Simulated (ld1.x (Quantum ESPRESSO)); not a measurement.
# What the settings do to the TM potential of lead

Base potential:

- Element: Pb
- Generator: ld1.x (Quantum ESPRESSO) 7.5
- Type: norm-conserving Troullier–Martins (Kleinman–Bylander form)
- Functional: LDA (PZ)
- Relativity: fully relativistic
- Frozen core: [Xe] 4f14
- Valence charge: 14
- Reference configuration: 5d10 6s2 6p2
- Partial waves: 6s (bound): rc 1.55 bohr; 6p (bound): rc 2.20 bohr; 5d (bound): rc 1.60 bohr
- Local potential: all-electron potential smoothed inside 1.35 bohr (lloc = -1)
- Core correction: a·sin(br)/r model core inside 1.35 bohr

Open shells are filled in proportion to 2j + 1 (rel_dist='average').

Cutoffs, loose and tight: the cutoffs (Ry, on a coarse ladder) from which the occupation-weighted sum of valence levels, in a spherical-Bessel basis at the reference potential, stays within 10 and 1 mRy of its value at 400 Ry. They do not see the model core or the augmentation charge, which bear on the density cutoff. Test errors are all-electron minus pseudo excitation energies from the reference, over the configurations 5d10 6s2 6p1; 5d10 6s2 6p0; 5d10 6s1 6p0; 5d10 6s2 6p1.5; 5d10 6s1 6p2; 5d9 6s2 6p3; 5d10 6s0 6p0. A dash means not determined; rows that change the core or the reference have their own tests. The largest error is taken over the tests solved by every variant that gives reliable tests at all: 5d10 6s0 6p0; 5d10 6s1 6p0; 5d10 6s1 6p2; 5d10 6s2 6p0; 5d10 6s2 6p1; 5d10 6s2 6p1.5.

A true bound ghost makes a file unfit for plane-wave use even where its test errors are small: the radial tests pick states by their node count and pass the ghost by. Where a test does run into it, the solver fails or the error is huge.

| change | outcome | cutoff, loose | cutoff, tight | bound ghosts | largest test error (meV) |
| --- | --- | --- | --- | --- | --- |
| base | generated | 55 Ry | 110 Ry | s, p3/2, p1/2 | -25 |
| wave 6p (bound): rc 2.20 bohr becomes 6p (bound): rc 1.68 bohr | generated | 90 Ry | 140 Ry | s, p1/2, p3/2 | -28 |
| wave 6p (bound): rc 2.20 bohr becomes 6p (bound): rc 1.84 bohr | generated | 60 Ry | 140 Ry | s, p1/2, p3/2 | -27 |
| wave 6p (bound): rc 2.20 bohr becomes 6p (bound): rc 2.04 bohr | generated | 55 Ry | 120 Ry | s, p3/2, p1/2 | -28 |
| wave 6p (bound): rc 2.20 bohr becomes 6p (bound): rc 2.44 bohr | generated | 55 Ry | 120 Ry | s, p3/2, p1/2 | -22 |
| wave 6p (bound): rc 2.20 bohr becomes 6p (bound): rc 2.70 bohr | generated | 55 Ry | 110 Ry | s, p3/2, p1/2 | -28 |
| wave 6p (bound): rc 2.20 bohr becomes 6p (bound): rc 2.92 bohr | generated | 55 Ry | 110 Ry | s, p3/2, p1/2 | -44 |

(1) What comes out with this change to the base: wave 6p (bound): rc 2.20 bohr becomes 6p (bound): rc 3.06 bohr?

(2) What comes out with this change to the base: wave 6p (bound): rc 2.20 bohr becomes 6p (bound): rc 1.46 bohr?

(3) What comes out with this change to the base: wave 6p (bound): rc 2.20 bohr becomes 6p (bound): rc 3.36 bohr?

## Answers

(1) outcome: generated; cutoff, loose: 55 Ry; cutoff, tight: 120 Ry; bound ghosts: s, p3/2, p1/2; largest test error (meV): -62.

(2) outcome: generated; cutoff, loose: 300 Ry; cutoff, tight: over 300 Ry; bound ghosts: p3/2, s, p1/2; largest test error (meV): -51.

(3) outcome: generated; cutoff, loose: 55 Ry; cutoff, tight: 120 Ry; bound ghosts: s, p3/2, p1/2; largest test error (meV): -117.

Reading the sweep of the p radius (base included, trends over the rows without a ghost): Bound ghosts are found at 1.46, 1.68, 1.84, 2.04, 2.2, 2.44, 2.7, 2.92, 3.06, 3.36 bohr. Every judged row has one, so this setting neither creates nor removes them.
